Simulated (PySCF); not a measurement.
Dipole moment and polarisability of `C=C(F)C[SiH2]CC`

C5H11FSi.
Cartesian coordinates in Å at the GFN2-xTB level; atoms count from 1:
```xyz
18
C5H11FSi angstrom
C      2.760    0.819    0.680
C      2.069    0.170   -0.239
F      1.930    0.734   -1.469
C      1.353   -1.120   -0.117
Si    -0.523   -0.859    0.201
C     -1.243    0.329   -1.095
C     -2.742    0.554   -0.925
H      3.217    1.769    0.469
H      2.889    0.406    1.662
H      1.490   -1.685   -1.039
H      1.781   -1.695    0.700
H     -0.677   -0.303    1.551
H     -1.161   -2.181    0.122
H     -1.054   -0.051   -2.101
H     -0.733    1.293   -1.036
H     -3.285   -0.383   -1.027
H     -3.118    1.248   -1.674
H     -2.961    0.964    0.059
```

Level: CAM-B3LYP/def2-SVPD (PySCF), static field, nuclei fixed, core orbitals frozen in the response. The polarisability tensor in these axes (au):

```
x   100.71   5.77   9.33
y     5.77  83.48   0.26
z     9.33   0.26  82.29
```

Q: Give the principal values, the mean and the anisotropy Δα = √{½[(α1 − α2)² + (α2 − α3)² + (α1 − α3)²]}.

A: Principal values 77.57, 82.98 and 105.92 au; mean 88.83 au = 13.16 Å³ = 14.65 × 10⁻⁴⁰ C²·m²/J; Δα = 26.07 au (29 % of the mean).

Q: What is the dipole moment, and where does it point?

A: (-0.38, -0.74, 0.70) D, 1.09 D in size, pointing from the negative to the positive side. Measured along this direction, the outermost atoms are F3 and H8 at the negative end and H13 at the positive end.

Q: What depolarisation ratio follows for Rayleigh scattering of linearly polarised light, taking the static tensor?

A: ρ = 3Δα²/(45ᾱ² + 4Δα²) = 2039.5/(355047 + 2719.3) = 0.0057.

Q: Refractivity n − 1 of an ideal gas of it at 400 K and 1 atm, from the electronic α?

A: N = p/kT = 1.8347 × 10¹⁹ cm⁻³, so n − 1 = 2π × N × 13.16 × 10⁻²⁴ cm³ = 1517 × 10⁻⁶ at long wavelengths, for an ideal gas.

Q: In TDDFT the mean static polarisability is Σ f/ω² over all singlet excitations (ω in hartree). How much of it do the 8 lowest give? Their energies (eV) and oscillator strengths: 6.71, 0.0515; 6.97, 0.3947; 7.51, 0.0172; 7.79, 0.0327; 7.88, 0.0198; 7.97, 0.0159; 8.10, 0.0099; 8.30, 0.0043.

A: They add up to 8.07 au, 9.1 % of the 88.83 au; the largest single term is 6.02 au, from the state at 6.97 eV. Terms in order: 0.85, 6.02, 0.23, 0.40, 0.24, 0.19, 0.11, 0.05 au. Higher excitations give the rest. The strengths listed sum to 0.546.

The structure is a single GFN2-xTB conformer in the gas phase; no vibrational or solvent corrections.
